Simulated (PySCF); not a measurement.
A calculated (M06-2X, PySCF 2.14, x2c-TZVPall, scalar relativity by spin-free X2C-1e) atom or ion has these occupied shells.

| shell | electrons | orbital energy (eV) | rms radius, mean of both spins (bohr) |
| --- | --- | --- | --- |
| 1s β | 1 | -20996.0 | 0.0394 |
| 1s α | 1 | -20996.0 | 0.0394 |
| 2s α | 1 | -3030.0 | 0.162 |
| 2s β | 1 | -3029.3 | 0.162 |
| 2p α | 3 | -2714.9 | 0.144 |
| 2p β | 3 | -2714.2 | 0.144 |
| 3s α | 1 | -541.06 | 0.444 |
| 3s β | 1 | -540.61 | 0.444 |
| 3p α | 3 | -436.96 | 0.448 |
| 3p β | 3 | -436.45 | 0.448 |
| 3d α | 5 | -266.15 | 0.435 |
| 3d β | 5 | -265.08 | 0.435 |
| 4s α | 1 | -82.458 | 1.13 |
| 4s β | 1 | -78.913 | 1.13 |
| 4p α | 3 | -52.988 | 1.26 |
| 4p β | 3 | -48.081 | 1.26 |
| 4d α | 5 | -11.098 | 1.83 |
| 5s α | 1 | -6.626 | 3.67 |
| 5s β | 1 | -5.520 | 3.67 |

(1) Name the element and its charge.

Results:

(1) Tc (technetium, neutral), in [Kr] 4d5 5s2, high-spin 6S determinant.
